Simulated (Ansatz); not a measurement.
Steps of a relaxation of C$_{2}$H$_{5}$FGeO, SMILES `O[C]1(F)[CH2][GeH2]1` with RKS PBE-D4/def2-SVP.

```sh
$ ansatz run in.yaml --threads 4 --pin off --events-out ev --progress --plain --max-ram 10444MiB
```

```yaml
crystal:
  periodic: [false, false, false]
  atoms:
    - {symbol: O, position_ang: [-0.859300, -0.487300, 1.434100]}
    - {symbol: C, position_ang: [0.204500, -0.206500, 0.615200]}
    - {symbol: F, position_ang: [1.384800, -0.007800, 1.246100]}
    - {symbol: C, position_ang: [0.328900, -0.987200, -0.611900]}
    - {symbol: Ge, position_ang: [-0.134000, 0.909600, -0.984300]}
    - {symbol: H, position_ang: [-1.021700, 0.398700, 1.958200]}
    - {symbol: H, position_ang: [1.299200, -1.305800, -0.921700]}
    - {symbol: H, position_ang: [-0.577400, -1.649300, -0.783600]}
    - {symbol: H, position_ang: [-1.608900, 1.398600, -0.852700]}
    - {symbol: H, position_ang: [1.067200, 1.885900, -1.096400]}
basis:
  gaussian: {orbitals: def2-SVP}
hamiltonian: {xc: pbe, dispersion: d4}
relax: {f_tol: 0.03, max_steps: 200}
```

Positions (Å) and forces (eV/Å) along the path, 8 of 8 steps:

```xyz
10
step=1 energy=-63407.2877 eV
O    -0.859   -0.487    1.434   -0.325    1.741    1.665
C     0.204   -0.206    0.615   -0.385    0.707    0.142
F     1.385   -0.008    1.246    1.016    0.031    0.993
C     0.329   -0.987   -0.612   -2.750   -0.694   -0.370
Ge   -0.134    0.910   -0.984    0.042    0.898   -0.251
H    -1.022    0.399    1.958    0.247   -2.201   -1.198
H     1.299   -1.306   -0.922    1.029   -0.501   -0.396
H    -0.577   -1.649   -0.784    1.063    0.254   -0.089
H    -1.609    1.399   -0.853    0.377   -0.141   -0.303
H     1.067    1.886   -1.096   -0.313   -0.093   -0.193
10
step=2 energy=-63407.6205 eV
O    -0.819   -0.546    1.505   -0.054    0.995    0.515
C     0.209   -0.171    0.661   -0.396    0.129    0.208
F     1.415   -0.050    1.307    0.373    0.087    0.280
C     0.279   -0.957   -0.592   -0.746   -0.124   -0.579
Ge   -0.108    0.965   -0.972   -0.031    0.186    0.517
H    -1.034    0.269    2.042    0.147   -0.903   -0.471
H     1.258   -1.310   -0.922    0.281   -0.211   -0.064
H    -0.589   -1.629   -0.765    0.349    0.040   -0.043
H    -1.583    1.431   -1.043    0.204   -0.074   -0.182
H     1.054    1.949   -1.220   -0.126   -0.125   -0.180
10
step=3 energy=-63407.7367 eV
O    -0.815   -0.586    1.564    0.385   -0.042   -0.572
C     0.204   -0.174    0.722   -0.212   -0.232    0.092
F     1.424   -0.087    1.379   -0.160    0.060   -0.131
C     0.254   -0.911   -0.594    0.166    0.216   -0.197
Ge   -0.107    1.037   -0.860    0.052    0.217    0.163
H    -1.024    0.165    2.137   -0.098    0.298    0.321
H     1.243   -1.281   -0.920   -0.075    0.040    0.094
H    -0.580   -1.596   -0.802   -0.086   -0.132    0.062
H    -1.571    1.453   -1.211    0.332   -0.139    0.045
H     1.056    1.928   -1.414   -0.304   -0.285    0.122
10
step=4 energy=-63407.6456 eV rejected
O    -0.831   -0.558    1.552   -0.056   -1.051   -0.579
C     0.199   -0.220    0.721   -0.117    1.429    0.478
F     1.402   -0.071    1.400   -0.173   -0.347   -0.289
C     0.229   -0.826   -0.653    0.248   -1.242    0.765
Ge   -0.096    1.074   -0.812   -0.193    0.599    0.254
H    -1.010    0.092    2.248    0.324    0.485   -0.001
H     1.229   -1.198   -0.926    0.028   -0.069   -0.128
H    -0.578   -1.564   -0.784   -0.059   -0.078   -0.270
H    -1.513    1.398   -1.272   -0.267    0.092   -0.078
H     1.052    1.820   -1.471    0.264    0.182   -0.152
10
step=5 energy=-63407.7694 eV
O    -0.820   -0.583    1.545   -0.041    0.107    0.015
C     0.195   -0.174    0.722   -0.008   -0.113   -0.041
F     1.411   -0.093    1.378   -0.051    0.075   -0.040
C     0.243   -0.877   -0.610    0.049   -0.101    0.025
Ge   -0.106    1.071   -0.823   -0.012    0.061    0.060
H    -1.004    0.131    2.189    0.069   -0.040   -0.064
H     1.238   -1.248   -0.911   -0.022    0.032    0.016
H    -0.580   -1.589   -0.793   -0.001    0.008   -0.017
H    -1.545    1.428   -1.253    0.042   -0.006    0.026
H     1.052    1.880   -1.441   -0.025   -0.023    0.019
10
step=6 energy=-63407.7721 eV
O    -0.835   -0.572    1.534    0.001   -0.045    0.034
C     0.188   -0.181    0.715   -0.021    0.086   -0.062
F     1.398   -0.075    1.377   -0.007   -0.033    0.013
C     0.248   -0.886   -0.612   -0.034   -0.031    0.037
Ge   -0.108    1.068   -0.821    0.041    0.032    0.051
H    -0.986    0.134    2.193    0.030    0.015   -0.039
H     1.247   -1.250   -0.903   -0.001    0.025   -0.016
H    -0.572   -1.597   -0.809    0.000   -0.020    0.002
H    -1.546    1.440   -1.228   -0.001   -0.028   -0.024
H     1.051    1.869   -1.444   -0.008    0.000    0.005
10
step=7 energy=-63407.7734 eV
O    -0.833   -0.572    1.541    0.015   -0.003    0.005
C     0.186   -0.181    0.715   -0.032   -0.037   -0.006
F     1.399   -0.082    1.374   -0.001    0.009    0.001
C     0.242   -0.887   -0.611    0.015    0.010    0.002
Ge   -0.110    1.073   -0.813    0.028    0.020    0.003
H    -0.974    0.140    2.195   -0.001    0.005   -0.008
H     1.243   -1.241   -0.908   -0.026   -0.003    0.004
H    -0.579   -1.596   -0.810    0.021    0.003    0.004
H    -1.543    1.421   -1.253   -0.017    0.004    0.003
H     1.052    1.874   -1.427   -0.002   -0.008   -0.006
10
step=8 energy=-63407.7736 eV
O    -0.832   -0.574    1.541   -0.002    0.010   -0.008
C     0.186   -0.183    0.715   -0.010   -0.009    0.013
F     1.397   -0.082    1.375    0.021    0.002    0.006
C     0.243   -0.885   -0.611   -0.002   -0.030   -0.012
Ge   -0.109    1.074   -0.811    0.002    0.017   -0.006
H    -0.979    0.142    2.190   -0.001   -0.003    0.000
H     1.243   -1.241   -0.908   -0.003    0.008    0.003
H    -0.575   -1.599   -0.810    0.003    0.010    0.002
H    -1.543    1.426   -1.244   -0.008   -0.003   -0.003
H     1.052    1.870   -1.435    0.000   -0.003    0.003
```

Hardware: 4 threads of an Arm Neoverse V1 on a shared host. Wall time 12 s, peak host memory 0.17 GiB.
